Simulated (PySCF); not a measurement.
Isomers of C6H9N3. The calculation used PBE0-D3(BJ)/def2-SVP geometry optimisation, gas phase (PySCF 2.14.0). Energies are electronic, without zero-point or thermal terms, for one conformer each. No frequencies were run at this level. Point groups hold within 0.08 Å.

Task: Order them by energy at this level, lowest first, and give relative energies in kcal/mol.
A. `[CH2:1]=[CH:2][CH2:3][n:4]1[cH:5][c:6]([CH3:7])[n:8][n:9]1` with C1–C2–C3–N4 -124°, C2–C3–N4–C5 55°
B. `[CH2:1]=[CH:2][n:3]1[c:4]([CH3:5])[n:6][n:7][c:8]1[CH3:9]` with C1–C2–N3–C4 6°
C. `[CH3:1][c:2]1[n:3][nH:4][n:5][c:6]1[CH:7]1[CH2:8][CH2:9]1` with N5–C6–C7–C8 35°
D. `[CH3:1][CH2:2][CH2:3][c:4]1[n:5][cH:6][n:7][cH:8][n:9]1` with C1–C2–C3–C4 180°, C2–C3–C4–N5 -89°

Result: D (0.0), B (21.4), C (27.7), A (38.7).

As drawn, the highest has an N–N linkage and a C=C bond outside aromatic rings, which the lowest lacks.

```
          SMILES      E (Eh)  E rel (kcal/mol)  dipole (D)  point group       A, B, C (MHz)
     CCCc1ncncn1  -397.57619               0.0        0.97           Cs  4795, 911.0, 823.3
  C=Cn1c(C)nnc1C  -397.54216              21.4        5.10      near Cs    2286, 1785, 1016
Cc1n[nH]nc1C1CC1  -397.53197              27.7        0.52      near Cs   3033, 1312, 992.7
  C=CCn1cc(C)nn1  -397.51452              38.7        4.44           C1  4192, 940.0, 804.4
```
